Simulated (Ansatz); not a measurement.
CH5ClGeOS, SMILES `O[CH](Cl)[GeH2][SH]`, relaxed with RKS PBE-D4/def2-SVP in Ansatz 0.2.0 from a rough embedded geometry. The force threshold is 0.03 eV/Å; the program also tests the step.

Total charge 0; spin multiplicity 1.

Start:

```xyz
10

O     1.351    0.146   -0.944
C    -0.057    0.375   -0.881
Cl   -0.379    2.051   -1.335
Ge   -0.585    0.110    0.937
S    -0.338   -2.025    1.536
H     1.548    0.076   -1.935
H    -0.603   -0.294   -1.559
H    -2.126    0.435    1.035
H     0.144    1.034    1.853
H     1.045   -1.908    1.295
```

(1) By how much does the energy fall, and how many steps does the optimiser take? (Estimate.)

(2) Which bonds change most? (An estimate is asked.)

(3) Give the relaxed structure. (Best estimate.)

Answers

(1) The calculation gave: 6.49 kcal/mol, in 6 steps, 1 of them rejected.

(2) The calculation gave: C2–Cl3 from 1.766 to 1.862 Å; C2–Ge4 from 1.912 to 1.989 Å; Ge4–H9 from 1.491 to 1.548 Å; O1–C2 from 1.428 to 1.378 Å.

(3) Ansatz gave: 
```xyz
10

O     1.331    0.072   -0.943
C    -0.018    0.348   -0.899
Cl   -0.413    2.111   -1.351
Ge   -0.637    0.133    0.979
S    -0.290   -2.009    1.572
H     1.622    0.048   -1.877
H    -0.627   -0.248   -1.613
H    -2.161    0.366    1.069
H     0.170    1.127    1.851
H     1.023   -1.949    1.213
```
